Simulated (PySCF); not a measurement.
**Continuum solvent and chemical shifts**

Geometry:
```
atom   x (Å)   y (Å)   z (Å)
  C1   3.585  -0.425   0.085
  C2   2.372  -0.906   0.359
  C3   1.186  -0.812  -0.548
  C4   0.038   0.013   0.028
  C5  -0.638  -0.521   1.298
  B6  -2.079   0.102   1.273
  C7  -2.280   0.747  -0.140
  C8  -1.119   0.201  -0.953
  F9  -0.753   1.014  -2.005
 H10   4.411  -0.516   0.795
 H11   3.798   0.076  -0.865
 H12   2.206  -1.401   1.325
 H13   1.486  -0.374  -1.513
 H14   0.806  -1.830  -0.762
 H15   0.421   1.029   0.239
 H16  -0.056  -0.412   2.225
 H17  -0.823  -1.615   1.197
 H18  -2.881   0.093   2.177
 H19  -3.266   0.706  -0.623
 H20  -2.075   1.823   0.059
 H21  -1.392  -0.780  -1.391
```

GIAO PBE0/pcSseg-1 in PySCF on one PBE0-D3(BJ)/def2-SVP conformer, non-relativistic, equivalent nuclei averaged. Solvents enter as an IEF-PCM continuum (benzene with ε = 2.3, dichloromethane with ε = 8.9) around the gas-phase geometry. Shifts are referred to TMS, BF3·OEt2, CFCl3 computed in the same medium.

Gas phase, δ in ppm: C2 146.7, C1 123.6, C8 100.7, C4 48.6, C3 43.0, C7 42.9, C5 34.6, B6 90.4, F9 -205.3, H18 7.81, H12 6.20, H11 5.47, H10 5.33, H21 4.32. Dipole moment 1.61 D.

**Question.** How does each δ change in the continuum?

**Answer.** 
```json
{"atoms": "C2", "environment": "alkene CH", "Δδ, benzene": "+1.5", "Δδ, dichloromethane": "+3.1"}
{"atoms": "C1", "environment": "terminal =CH2 carbon", "Δδ, benzene": "-0.1", "Δδ, dichloromethane": "-0.2"}
{"atoms": "C8", "environment": "sp3 CH bonded to F", "Δδ, benzene": "+0.9", "Δδ, dichloromethane": "+1.7"}
{"atoms": "C4", "environment": "sp3 CH in a ring", "Δδ, benzene": "+0.5", "Δδ, dichloromethane": "+0.9"}
{"atoms": "C3", "environment": "allylic sp3 CH2", "Δδ, benzene": "+0.2", "Δδ, dichloromethane": "+0.4"}
{"atoms": "C7", "environment": "sp3 CH2 bonded to B", "Δδ, benzene": "0.0", "Δδ, dichloromethane": "-0.1"}
{"atoms": "C5", "environment": "sp3 CH2 bonded to B", "Δδ, benzene": "+0.3", "Δδ, dichloromethane": "+0.5"}
{"atoms": "B6", "environment": "boron bonded to 2 C, H, in a 5-membered ring", "Δδ, benzene": "-0.2", "Δδ, dichloromethane": "-0.4"}
{"atoms": "F9", "environment": "fluorine on an sp3 carbon", "Δδ, benzene": "-2.5", "Δδ, dichloromethane": "-4.5"}
{"atoms": "H18", "environment": "hydrogen on a boron bonded to 2 C, in a 5-membered ring", "Δδ, benzene": "-0.06", "Δδ, dichloromethane": "-0.11"}
{"atoms": "H12", "environment": "hydrogen on an alkene CH", "Δδ, benzene": "+0.09", "Δδ, dichloromethane": "+0.18"}
{"atoms": "H11", "environment": "hydrogen on a terminal =CH2 carbon", "Δδ, benzene": "+0.02", "Δδ, dichloromethane": "+0.04"}
{"atoms": "H10", "environment": "hydrogen on a terminal =CH2 carbon", "Δδ, benzene": "+0.03", "Δδ, dichloromethane": "+0.05"}
{"atoms": "H21", "environment": "hydrogen on an sp3 CH bonded to F", "Δδ, benzene": "+0.10", "Δδ, dichloromethane": "+0.21"}
```

Changes are relative to the gas phase. The dipole moment becomes 1.81 D in benzene, 2.03 D in dichloromethane.

**Question.** Which of the listed nuclei move most (in ppm), and what does the model miss?

**Answer.** F9 (fluorine on an sp3 carbon, -4.5 ppm) in dichloromethane. A continuum only polarises the solute; specific hydrogen bonds, the anisotropy of aromatic solvents and changes of geometry or conformer are outside it.
